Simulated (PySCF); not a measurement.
Molecular orbitals of Sb₂⁻

MN15 at R = 2.573 Å; PySCF, scalar-relativistic core potentials, basis sets Sb def2-TZVPPD with ECP28. State: ²Πg (doublet), unpaired electrons π ↑. Only the outer orbitals are listed.

```csv
spin,orbital,occ.,ε (eV),main shells (%)
α,σg,1,-11.70,95 s
α,σu,1,-8.50,"88 s, 11 p"
α,σg,1,-2.45,91 p
α,πu,1,-2.26,100 p
α,πu,1,-1.94,98 p
α,πg,1,-0.10,"91 p, 9 d"
α,πg,0,2.12,"89 p, 11 d"
β,σg,1,-11.37,94 s
β,σu,1,-7.97,"85 s, 14 p"
β,σg,1,-2.25,"89 p, 9 s"
β,πu,1,-1.83,98 p
β,πu,1,-1.32,98 p
β,πg,0,2.28,"87 p, 13 d"
β,πg,0,2.83,"82 p, 18 d"
```

Which are the highest filled and the lowest empty level, where do they sit, and how wide is the gap?

Highest filled α πg at -0.10 eV (in %: 91 p, 9 d); lowest empty α πg at 2.12 eV (in %: 89 p, 11 d); the gap at MN15 is 2.22 eV. Both belong to one degenerate shell, split only by its one-sided filling, so this is no excitation gap. An empty level above zero is unbound, and its energy depends on the basis.

* bond order (Mayer): 2.84
* ⟨S²⟩: 0.757

Spin–orbit coupling is left out. The state is the lowest determinant that a PBE0 search found; another state may lie lower at other levels.
